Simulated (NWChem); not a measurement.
System: SiH2Cl2; SMILES Cl[SiH2]Cl

Input file for NWChem:

```
start job
memory heap 200 mb stack 900 mb global 1100 mb
geometry units angstroms noautosym nocenter noautoz
  Si     0.000000     0.000000    -0.757262
  Cl    -1.683953     0.000000     0.422027
  Cl     1.683953     0.000000     0.422027
  H      0.000000     1.233028    -1.581913
  H      0.000000    -1.233028    -1.581913
end
basis spherical
  * library 6-31+g*
end
dft
  xc b3lyp
  iterations 150
end
property
  response 1 0.0
end
task dft property
```

Parts of the log:

```
             Northwest Computational Chemistry Package (NWChem) 7.3.0
             --------------------------------------------------------

                             Geometry "geometry" -> ""
                             -------------------------

 Output coordinates in angstroms (scale by  1.889725989 to convert to a.u.)

  No.       Tag          Charge          X              Y              Z
 ---- ---------------- ---------- -------------- -------------- --------------
    1 Si                  14.0000     0.00000000     0.00000000    -0.75726200
    2 Cl                  17.0000    -1.68395300     0.00000000     0.42202700
    3 Cl                  17.0000     1.68395300     0.00000000     0.42202700
    4 H                    1.0000     0.00000000     1.23302800    -1.58191300
    5 H                    1.0000     0.00000000    -1.23302800    -1.58191300

 Effective nuclear repulsion energy (a.u.)     190.5726719261

                              NWChem Property Module
                              ----------------------

                                 NWChem DFT Module
                                 -----------------

 Summary of "ao basis" -> "ao basis" (spherical)
 ------------------------------------------------------------------------------
       Tag                 Description            Shells   Functions and Types
 ---------------- ------------------------------  ------  ---------------------
 Si                         6-31+g*                 10       22   5s4p1d
 Cl                         6-31+g*                 10       22   5s4p1d
 H                          6-31+g*                  2        2   2s

            General Information
            -------------------
          SCF calculation type: DFT
          Wavefunction type:  closed shell.
          No. of atoms     :     5
          No. of electrons :    50
           Alpha electrons :    25
            Beta electrons :    25
          Charge           :     0
          Spin multiplicity:     1
          Use of symmetry is: off; symmetry adaption is: off
          Maximum number of iterations: 150
          AO basis - number of functions:    70
                     number of shells:    34
          Convergence on energy requested:  1.00D-06
          Convergence on density requested:  1.00D-05
          Convergence on gradient requested:  5.00D-04

              XC Information
              --------------
                         B3LYP Method XC Potential
                     Hartree-Fock (Exact) Exchange  0.200
                        Slater Exchange Functional  0.800 local
                    Becke 1988 Exchange Functional  0.720 non-local
              Lee-Yang-Parr Correlation Functional  0.810
                  VWN I RPA Correlation Functional  0.190 local

             Grid Information
             ----------------
          Grid used for XC integration:  medium
          Radial quadrature: Mura-Knowles
          Angular quadrature: Lebedev.
          Tag              B.-S. Rad. Rad. Pts. Rad. Cut. Ang. Pts.
          ---              ---------- --------- --------- ---------
          Si                  1.10       88          11.0       590
          Cl                  1.00       88          13.0       590
          H                   0.35       45          10.0       434
          Grid pruning is: on
          Number of quadrature shells:   354
          Spatial weights used:  Erf1

      Superposition of Atomic Density Guess
      -------------------------------------

 Sum of atomic energies:       -1208.71673148

      Non-variational initial energy
      ------------------------------

 Total energy =   -1209.383024
 1-e energy   =   -2051.312598
 2-e energy   =     651.356902
 HOMO         =      -0.374712
 LUMO         =       0.034454

   convergence    iter        energy       DeltaE   RMS-Dens  Diis-err
 ---------------- ----- ----------------- --------- --------- ---------
 d= 0,ls=0.0,diis     1  -1211.1249456018 -1.40D+03  1.64D-02  3.88D-01
 d= 0,ls=0.0,diis     2  -1211.1221265726  2.82D-03  9.85D-03  3.27D-01
 d= 0,ls=0.0,diis     3  -1211.1732415278 -5.11D-02  1.75D-03  1.36D-02
 d= 0,ls=0.0,diis     4  -1211.1752794003 -2.04D-03  3.39D-04  4.03D-04
 d= 0,ls=0.0,diis     5  -1211.1753393995 -6.00D-05  5.21D-05  8.64D-06
  Resetting Diis
 d= 0,ls=0.0,diis     6  -1211.1753408427 -1.44D-06  9.98D-06  2.74D-07
 d= 0,ls=0.0,diis     7  -1211.1753408899 -4.72D-08  2.45D-06  8.78D-09

         Total DFT energy =    -1211.175340889914
      One electron energy =    -2052.564192533187
           Coulomb energy =      729.089209832450
    Exchange-Corr. energy =      -78.273030115263
 Nuclear repulsion energy =      190.572671926087

 Numeric. integr. density =       50.000006725165

                       DFT Final Molecular Orbital Analysis
                       ------------------------------------

 Vector   23  Occ=2.000000D+00  E=-3.472078D-01
              MO Center=  4.4D-08,  2.1D-10,  3.9D-01, r^2= 4.0D+00
   Bfn.  Coefficient  Atom+Function         Bfn.  Coefficient  Atom+Function
  ----- ------------  ---------------      ----- ------------  ---------------
    30      0.517114  2 Cl py                52     -0.517114  3 Cl py
    34      0.271585  2 Cl py                56     -0.271585  3 Cl py
    26     -0.201719  2 Cl py                48      0.201719  3 Cl py
    18     -0.060302  1 Si d -2              38      0.027239  2 Cl py
    60     -0.027239  3 Cl py

 Vector   24  Occ=2.000000D+00  E=-3.377875D-01
              MO Center= -5.7D-08, -8.9D-11,  3.6D-01, r^2= 4.1D+00
   Bfn.  Coefficient  Atom+Function         Bfn.  Coefficient  Atom+Function
  ----- ------------  ---------------      ----- ------------  ---------------
    29      0.396795  2 Cl px                51      0.396795  3 Cl px
    31      0.351962  2 Cl pz                53     -0.351962  3 Cl pz
    33      0.205148  2 Cl px                55      0.205148  3 Cl px
    35      0.176691  2 Cl pz                57     -0.176691  3 Cl pz
    25     -0.153632  2 Cl px                47     -0.153632  3 Cl px

 Vector   25  Occ=2.000000D+00  E=-3.295109D-01
              MO Center= -5.1D-08,  6.0D-10, -2.0D-01, r^2= 4.2D+00
   Bfn.  Coefficient  Atom+Function         Bfn.  Coefficient  Atom+Function
  ----- ------------  ---------------      ----- ------------  ---------------
    30      0.439049  2 Cl py                52      0.439049  3 Cl py
    68     -0.243838  4 H  s                 70      0.243838  5 H  s
    34      0.221099  2 Cl py                56      0.221099  3 Cl py
     8     -0.175971  1 Si py                26     -0.170051  2 Cl py
    48     -0.170051  3 Cl py                67     -0.163059  4 H  s

 Vector   26  Occ=0.000000D+00  E=-2.578047D-02
              MO Center= -3.5D-09, -9.9D-09, -5.7D-01, r^2= 7.1D+00
   Bfn.  Coefficient  Atom+Function         Bfn.  Coefficient  Atom+Function
  ----- ------------  ---------------      ----- ------------  ---------------
    10      1.492189  1 Si s                 14      1.044572  1 Si s
    36     -0.927384  2 Cl s                 58     -0.927383  3 Cl s
    17      0.843528  1 Si pz                13      0.759055  1 Si pz
    37     -0.472029  2 Cl px                59      0.472029  3 Cl px
     6      0.388958  1 Si s                 32     -0.389158  2 Cl s

 Vector   27  Occ=0.000000D+00  E=-1.928072D-02
              MO Center=  1.2D-07, -3.7D-09, -9.9D-01, r^2= 7.2D+00
   Bfn.  Coefficient  Atom+Function         Bfn.  Coefficient  Atom+Function
  ----- ------------  ---------------      ----- ------------  ---------------
    15      1.080983  1 Si px                36      1.077538  2 Cl s
    58     -1.077538  3 Cl s                 11      1.065501  1 Si px
     7      0.412392  1 Si px                39     -0.396826  2 Cl pz
    61      0.396826  3 Cl pz                32      0.352838  2 Cl s
    54     -0.352839  3 Cl s                 37      0.281351  2 Cl px

 Vector   28  Occ=0.000000D+00  E=-7.152317D-03
              MO Center= -4.6D-08, -2.8D-07, -9.8D-01, r^2= 1.0D+01
   Bfn.  Coefficient  Atom+Function         Bfn.  Coefficient  Atom+Function
  ----- ------------  ---------------      ----- ------------  ---------------
    14      3.310187  1 Si s                 36     -1.170233  2 Cl s
    58     -1.170233  3 Cl s                 10     -0.952482  1 Si s
    13      0.663072  1 Si pz                17      0.446425  1 Si pz
     6     -0.373771  1 Si s                 37     -0.335020  2 Cl px
    59      0.335020  3 Cl px                68      0.301884  4 H  s

     Multipole analysis of the density
     ---------------------------------

     L   x y z        total         alpha         beta         nuclear
     -   - - -        -----         -----         ----         -------
     0   0 0 0     -0.000000    -25.000000    -25.000000     50.000000

     1   1 0 0      0.000000      0.000000      0.000000      0.000000
     1   0 1 0      0.000000      0.000000      0.000000      0.000000
     1   0 0 1     -0.642329     -0.872420     -0.872420      1.102511

     2   2 0 0    -31.873796   -188.086699   -188.086699    344.299602
     2   1 1 0     -0.000000     -0.000000     -0.000000      0.000000
     2   1 0 1      0.000000      0.000000      0.000000      0.000000
     2   0 2 0    -29.425064    -20.141828    -20.141828     10.858593
     2   0 1 1     -0.000000     -0.000000     -0.000000      0.000000
     2   0 0 2    -28.564025    -48.365623    -48.365623     68.167220

 *** CALLING NEW AORESP DRIVER FOR CLOSED AND OPEN SHELLS ***
 Entering AOResponse driver routine

--------------------------------------------------------------------------------

          -----------------------------------------------
          Solving response equations for perturbing field
          -----------------------------------------------

 number of frequencies:     1
 frequency in a.u.:  0.0000000E+00
 Perturbing field: electric
 Using El. Dipole Length Gauge

 Setting up CPKS with frequency omega =      0.00000000 a.u.

 STATIC response

                                NWChem CPHF Module
                                ------------------

  scftype          =     RHF
  nclosed          =       25
  nopen            =        0
  variables        =     1125
  # of vectors     =        3
  tolerance        = 0.10D-03
  level shift      = 0.00D+00
  max iterations   =       50
  max subspace     =       30

 SCF residual:    9.0217192698347588E-005

Iterative solution of linear equations
  No. of variables     1125
  No. of equations        3
  Maximum subspace       30
        Iterations       50
       Convergence  1.0D-04

   iter   nsub   residual    time
   ----  ------  --------  ---------
     1      3    2.49D+00       9.9
     2      6    9.95D-01      12.3
     3      9    1.75D-01      14.4
     4     12    3.84D-02      16.5
     5     15    5.10D-03      18.7
     6     18    1.50D-03      20.8
     7     21    9.06D-05      22.9

 Electric Dipole Response Matrix (nonzero elements):

              1        2        3
    1   53.6916   0.0000  -0.0000
    2    0.0000  36.2795   0.0000
    3   -0.0000   0.0000  42.6417

 ------------------------------------------
 average:        44.20426 + I       0.00000

 DFT Linear Response polarizability / au
 Frequency  =       0.0000000 / au
              X              Y              Z
 -----------------------------------------------
 X      53.6916395      0.0000000     -0.0000000
 Y       0.0000000     36.2794787      0.0000001
 Z      -0.0000000      0.0000001     42.6416684
 -----------------------------------------------
 Eigenvalues =      53.6916395     36.2794787     42.6416684
 Isotropic   =      44.2042622
 Anisotropic =      15.2604500
 -----------------------------------------------

 Magnetic Dipole Response Matrix (nonzero elements):

 Exiting AOResponse driver routine
```

Level: B3LYP/6-31+G* (spherical d). Structure relaxed at the PBE0/def2-SVP level.
